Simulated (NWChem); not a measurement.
System: C3H4F2Si; SMILES C#CC(F)(F)[SiH3]

```xyz
10

C      0.9856     2.3792     0.0000
C      0.3008     1.3669     0.0000
C     -0.4104     0.0889     0.0000
F     -1.2287     0.0008     1.1131
F     -1.2287     0.0008    -1.1131
Si     0.7819    -1.4502     0.0000
H      1.5737     3.2872     0.0000
H      1.6317    -1.3954     1.2349
H     -0.0824    -2.6760     0.0000
H      1.6317    -1.3954    -1.2349
```
Atoms are numbered in this order, from 1.

All runs: NWChem. Pople sets run with spherical d functions. The geometry was optimised at PBE-D3(BJ)/def2-SVP. Level: PBE0/6-31G* with SMD (1 M gas to 1 M solution), gas-phase geometry. Reactions with the solvent are ignored.

Task: Order these by “dipole in solution (D)”, lowest first: 1-propanol; toluene; diethyl ether.

Result: toluene (2.46), diethyl ether (2.58), 1-propanol (2.71)
